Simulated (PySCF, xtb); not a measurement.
BClH, SMILES [BH]Cl, multiplicity 2.

Harmonic wavenumbers (cm⁻¹) from GFN2-xTB (xtb) at its own minimum, in rising order: 799, 926, 2599.

**Question.** What does PBE-D3(BJ)/def2-TZVPD run with PySCF give at its own minimum? (The exact figures need the calculation; the answer reports its results.)

**Answer.** 820, 879, 2570. Paired by order, the mean absolute difference is 32 cm⁻¹ and the zero-point energies are 6.2 and 6.1 kcal/mol.
